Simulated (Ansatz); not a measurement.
Geometry optimisation, Ansatz, RKS B3LYP/6-31G*.

Input:

```yaml
crystal:
  periodic: [false, false, false]
  atoms:
    - { symbol: Si, position_ang: [-0.07202, 0.130338, 0.008219] }
    - { symbol: O, position_ang: [0.065395, 0.103874, 1.67966] }
    - { symbol: H, position_ang: [-0.779275, 0.051974, 2.14702] }
    - { symbol: "N", position_ang: [1.549615, 0.021159, -0.541753] }
    - { symbol: H, position_ang: [2.31589, -0.264699, 0.053211] }
    - { symbol: H, position_ang: [1.844829, 0.698819, -1.231947] }
    - { symbol: "N", position_ang: [-0.764857, 1.53912, -0.710407] }
    - { symbol: H, position_ang: [-1.74044, 1.54403, -0.98093] }
    - { symbol: H, position_ang: [-0.441467, 2.469964, -0.473994] }
    - { symbol: H, position_ang: [-0.998863, -0.9537, -0.404992] }
    - { symbol: H, position_ang: [0.879938, -2.26715, 0.709354] }
    - { symbol: H, position_ang: [0.789256, -1.966229, 1.344159] }
basis:
  gaussian: { orbitals: "6-31G*" }
hamiltonian:
  xc: b3lyp
relax:
  f_tol: 0.03
  max_steps: 50
output:
  orbitals: {}
```

Command:

```bash
$ ansatz run input.yaml --threads 1 --pin off --max-ram 2048MiB --backend cpu --events-out ev --progress --plain --runs-dir out
```

Question: Where does it end, and by what steps?

Answer: The forces met the threshold. The force dipped under the threshold on the way, but the program's further checks kept it going. After 38 steps the energy has fallen by 0.292 eV; H11 moved furthest, 2.51 Å.

```tsv
step	energy less start (eV)	largest force component (eV/Å)	accepted
0	0.0000	1.222	yes
2	-0.1758	0.144	yes
4	-0.2294	0.239	yes
6	-0.2452	0.419	yes
8	-0.2636	0.220	yes
10	-0.2757	0.235	yes
12	-0.2722	0.365	no
14	-0.2829	0.036	yes
16	-0.2844	0.277	no
18	-0.2867	0.094	yes
20	-0.2876	0.085	yes
22	-0.2888	0.099	yes
24	-0.2896	0.061	yes
26	-0.2902	0.080	yes
28	-0.2906	0.054	yes
30	-0.2910	0.031	yes
32	-0.2913	0.092	yes
34	-0.2915	0.033	yes
36	-0.2916	0.008	yes
38	-0.2919	0.021	yes
```

```xyz
12
Properties=species:S:1:pos:R:3
Si -0.212 0.291 -0.527
O -0.147 -0.822 0.722
H -0.990 -1.262 0.904
N 1.409 0.318 -1.077
H 1.982 -0.515 -1.064
H 1.729 1.006 -1.744
N -0.638 1.925 -0.191
H -1.607 2.216 -0.198
H -0.080 2.487 0.441
H -1.302 -0.164 -1.442
H 1.388 -2.389 3.168
H 1.114 -1.983 2.606
```

Whether the end is a true minimum wasn't checked by a vibrational analysis.

Run time: 2.1 min on 1 thread of Intel(R) Xeon(R) CPU @ 2.60GHz (Ice Lake) (shared host), peak memory 0.17 GiB.
